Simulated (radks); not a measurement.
The chromium ion Cr14+, configuration [Ne].

Calculated with a radial shooting solver on a logarithmic mesh with Libxc functionals: Dirac Kohn-Sham, PBE, spin-unpolarised, spherical densities, finite nucleus; Fermi nuclear charge, rms radius 3.6452 fm.

Energy parts (hartree):
total: -963.59418
kinetic: 975.94573
electron-nucleus: -2119.37431
Hartree: 216.97135
exchange-correlation: -37.13696

Orbitals (lengths in bohr, moments of r in powers of bohr; <r^-3> diverges for s and p1/2; r(max) is where P^2 peaks):
orbital	occ.	eigenvalue (hartree)	<r^-3>	<r^4>	<1/r>	r(max)
1s1/2	2	-232.0632	-	0.00007559	23.90	0.04159
2s1/2	2	-39.49490	-	0.01650	5.148	0.2417
2p1/2	2	-35.94897	-	0.01223	5.087	0.1940
2p3/2	4	-35.61862	367.3	0.01267	5.011	0.1963

The highest occupied level is 2p3/2 at -969.23 eV. The electron density at the nucleus is 1.134e+04 e/bohr^3. The density falls to 0.001 e/bohr^3 at r = 0.97 bohr. For comparison, the ionisation energy in NIST's Atomic Spectra Database is 1011.6 eV (semi-empirical). In exact Kohn-Sham theory the highest level is minus the ionisation energy, but local and semilocal functionals leave it too shallow, through self-interaction and a potential that decays too fast; potentials with the right tail come closer. Summed over all electrons, <r^2> = 0.6820 bohr^2, which gives a Langevin (diamagnetic) susceptibility term of -0.54 x 10^-6 cm^3/mol.
